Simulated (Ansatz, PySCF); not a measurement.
(E)-1-chloro-3,3-difluoroprop-1-ene (C₃H₃ClF₂), SMILES C(F)(/C=C/Cl)F. Atoms are numbered in the order given.

```xyz
9

F     -1.9112    -1.5233     0.5844
C     -1.3386    -0.3133     0.8397
F     -2.0055     0.6273     0.1190
C      0.1142    -0.3513     0.4751
C      0.6536     0.5135    -0.3834
Cl     2.3283     0.5011    -0.8224
H     -1.4971    -0.0931     1.9120
H      0.7126    -1.1281     0.9584
H      0.0714     1.2965    -0.8724
```

Coordinates come from a B3LYP-D3(BJ)/def2-SVP optimisation. The values are those of a single conformer.

Two levels are set side by side: PBE-D3(BJ)/def2-SVP (Ansatz, an electronic-structure program) and B3LYP-D3(BJ)/def2-SVP (Ansatz). Each level has its own optimised geometry; the coordinates shown are those of the second. Frequencies come from the Hessian of PySCF at each geometry. Differences are taken from unrounded values.

```
quantity                            B3LYP-D3(BJ)  PBE-D3(BJ)  PBE-D3(BJ) minus B3LYP-D3(BJ)
----------------------------------  ------------  ----------  -----------------------------
mean bond length (Å)                       1.322       1.329                          0.007
bond F1–C2 (Å)                             1.363       1.372                          0.009
bond C2–F3 (Å)                             1.360       1.368                          0.009
bond C2–C4 (Å)                             1.498       1.501                          0.003
bond C4–C5 (Å)                             1.333       1.343                          0.010
bond C5–Cl6 (Å)                            1.731       1.728                         -0.003
bond C2–H7 (Å)                             1.106       1.117                          0.011
bond C4–H8 (Å)                             1.093       1.101                          0.008
bond C5–H9 (Å)                             1.091       1.100                          0.009
highest harmonic wavenumber (cm⁻¹)          3222        3146                            -76
mean harmonic wavenumber (cm⁻¹)             1183        1146                            -37
zero-point energy (kcal/mol)               35.50       34.41                          -1.10
```

Exact exchange shortens and stiffens bonds; PBE has none. Differences between two approximate levels are no errors against the true value.
